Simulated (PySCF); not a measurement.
## Excitation energy of Sc²⁺ by level of theory

Sc²⁺ [Ar] 3d1 (2D) → Sc²⁺ [Ar] 4p1 (2P), as a difference of total energies. Calculation: PySCF 2.14, in x2c-TZVPPall (6s5p4d2f1g, 64 functions); the spin-free X2C one-electron Hamiltonian (Gaussian nucleus). Correlated levels: valence and next inner shell: [Ne] frozen. The calculations carry no spin-orbit coupling.

```json
{"method": "UHF", "excitation energy (eV)": "7.250"}
{"method": "MP2 (valence and next inner shell)", "excitation energy (eV)": "7.047"}
{"method": "SCS-MP2 (valence and next inner shell)", "excitation energy (eV)": "7.087"}
{"method": "CCSD (valence and next inner shell)", "excitation energy (eV)": "7.057"}
{"method": "CCSD(T) (valence and next inner shell)", "excitation energy (eV)": "7.055"}
```

**Question.** How much does correlation contribute at CCSD(T) (valence and next inner shell)?

**Answer.** 7.055 − (7.250) = -0.195 eV, measured against UHF.

A first-order spin-orbit estimate (lowest level to lowest level, LS coupling) adds -0.014 eV.

The basis was made for the ground configuration and has no added diffuse functions, so the excitation energy can come out too high.
